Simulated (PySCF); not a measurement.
A mixed set of molecules. Method used: TDDFT B3LYP/def2-SVPD, vertical, gas phase, core orbitals frozen in the response (PySCF 2.14.0, density-fitted response routines). Geometries: GFN2-xTB; one conformer of each isolated species. Triplets are in the Tamm–Dancoff approximation. 'Strongest' means the level of largest summed f among the lowest 8 singlets; it needn't be the same kind of state in each.

Question: Rank by computed HOMO–LUMO gap, highest first.
A. `CC(N)=S`
B. `C=CP(C)C`
C. `Cl[Si@@H](F)C[SiH3]`
D. `F[SiH2]C[SiH2]Cl`
E. `C#CC[C@@H](F)SC=C`
F. `F[SiH2][SiH2]CCl`
G. `F[C@@H]1CC=CC(=S)C1`
H. `n1c(c(pcc1C)Cl)C`

Answer: C (8.66 eV), D (7.95 eV), F (6.58 eV), E (6.03 eV), B (5.85 eV), H (4.80 eV), A (4.67 eV), G (3.33 eV).

| SMILES | gap (eV) | HOMO (eV) | f (strongest) | strongest (eV) | LUMO (eV) | S1 (eV) | S1 mainly |
| --- | --- | --- | --- | --- | --- | --- | --- |
| F[Si@H](Cl)C[SiH3] | 8.66 | -8.68 | 0.07 | 7.65 | -0.02 | 7.65 | H→L+1 (87%) |
| F[SiH2]C[SiH2]Cl | 7.95 | -8.50 | 0.06 | 7.00 | -0.55 | 7.00 | H→L (97%) |
| F[SiH2][SiH2]CCl | 6.58 | -7.89 | 0.06 | 5.74 | -1.31 | 5.74 | H→L (97%) |
| C#CC[C@@H](F)SC=C | 6.03 | -6.43 | 0.28 | 5.62 | -0.40 | 5.08 | H→L+1 (90%) |
| C=CP(C)C | 5.85 | -6.20 | 0.18 | 7.34 | -0.35 | 5.26 | H→L (94%) |
| Cc1cpc(Cl)c(C)n1 | 4.80 | -7.10 | 0.37 | 5.75 | -2.30 | 3.87 | H-1→L (99%) |
| CC(N)=S | 4.67 | -5.87 | 0.19 | 5.26 | -1.21 | 3.32 | H→L (100%) |
| F[C@@H]1CC=CC(=S)C1 | 3.33 | -6.23 | 0.45 | 4.57 | -2.90 | 2.10 | H→L (100%) |

H and L stand for HOMO and LUMO.
